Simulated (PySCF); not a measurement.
Level of theory: B3LYP-D3(BJ)/def2-TZVP (PySCF 2.14.0). Isolated molecules, 0 K electronic values unless said otherwise. One relaxed conformer stands for a flexible species; it need not be the lowest. B3LYP has the VWN-RPA correlation part, as in Gaussian. Delta-SCF ions had no search for a lower state. Excitations are Tamm–Dancoff values on a coarser integration grid. The basis has no diffuse functions, so Rydberg states are missing or too high.

Reference species (SMILES): `[SiH3][Si]([SiH3])([SiH3])Cl` (neutral, multiplicity 1).

| Item | Value |
|---|---|
| T1 excitation (TDA) | 4.84 eV |
| vertical ionisation energy (Delta-SCF) | 9.42 eV |

Changed species: `[SiH3][SiH2][Si@@H]([SiH3])Cl` (Si–Si–Si–Cl torsion 52°).

### Question
Give the shifts of the T1 excitation (TDA) and vertical ionisation energy (Delta-SCF).

### Answer
the T1 excitation (TDA) is nearly the same; the vertical ionisation energy (Delta-SCF) decreases by 0.20 eV, to 9.22 eV.
